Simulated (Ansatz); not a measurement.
The first iterations of a band of CH₆ClNOSi (11 atoms, charge 0, multiplicity 1).

Level of theory: Ansatz, RKS PBE-D4/def2-SVP.

```
movable images  : 9
climbing image  : yes
spring          : 5.0 eV/Å²
optimiser       : quadratic models (default)
start path      : through a guess of the saddle point
force threshold : 0.05 eV/Å
iteration limit : 60
end points      : relaxed
```

First end point:

```xyz
11
Properties=species:S:1:pos:R:3
N -0.256 0.754 2.009
C -0.372 -0.105 0.886
O 0.524 0.264 -0.199
Si 0.520 -0.429 -1.712
Cl -1.333 -0.153 -2.638
H -0.485 1.723 1.756
H 0.701 0.751 2.380
H -0.138 -1.149 1.194
H -1.416 -0.077 0.505
H 1.571 0.277 -2.505
H 0.749 -1.914 -1.656
```

Last end point:

```xyz
11
Properties=species:S:1:pos:R:3
N -0.303 -0.301 1.543
C 0.120 1.320 -0.530
O 1.075 2.065 -0.387
Si 0.390 -0.421 -1.313
Cl -1.357 -1.591 -1.285
H -0.479 0.427 2.246
H 0.442 -0.901 1.920
H -1.149 -0.882 1.480
H -0.934 1.631 -0.240
H 0.745 -0.246 -2.767
H 1.515 -1.156 -0.646
```

| iteration | highest image above the first end (eV) | largest band force component (eV/Å) |
| --- | --- | --- |
| 1 | 7.412 | 10.520 |
| 2 | 4.115 | 3.576 |
| 3 | 3.705 | 2.858 |
| 4 | 3.588 | 2.581 |
| 5 | 3.410 | 2.227 |
| 6 | 3.239 | 2.142 |
| 7 | 3.625 | 1.706 |
| 8 | 3.703 | 1.927 |
| 9 | 3.498 | 1.842 |

Q: Does the band converge within its limit, and where does its top end?

A: The forces met the threshold. It ended after 28 iterations with the highest image 3.439 eV above the first end. Neighbouring images differ by up to 2.5 eV, so the band resolves the path poorly. A vibrational analysis at the climbing image gives one clearly imaginary mode, 1365i cm⁻¹: a first-order saddle point. The orbitals stay closed-shell, which can raise the energy where a bond breaks towards radicals; this wasn't checked here.

Run time: 5.7 min on 2 threads of Intel(R) Xeon(R) Platinum 8488C (Sapphire Rapids), on a shared host, peak memory 0.16 GiB.
